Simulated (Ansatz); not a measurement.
```xyz
8

C     0.0095   -0.0221   -0.8034
C     0.0330   -0.0221    0.7899
H    -0.0065   -0.9748   -1.1584
H    -0.8928    0.5155   -1.1156
H     0.8813    0.5612   -1.1719
H    -0.0147    1.0278    1.2128
H    -0.9313   -0.5094    1.1877
H     0.8981   -0.5601    1.1574
```

Basis set: 6-31G* (spherical functions). Left uncorrelated: 2 orbitals. Charge 0, multiplicity 1.

Computed with Ansatz (development build ahead of 0.2.0); each method stands on the lowest determinant of its kind that the runs found. Restricted open shells among the atoms or ions are ROHF, correlated in semicanonical orbitals with singles.

Problem. Give the atomization energy at this shape (free ground-state atoms in the same class of orbitals less the molecule, no zero-point energy) of singlet C₂H₆ by RHF-MP2, RHF.

Solution.

```csv
method,atomization energy
RHF-MP2,28.01 eV
RHF,23.76 eV
```

Caution: the shape is not the minimum.
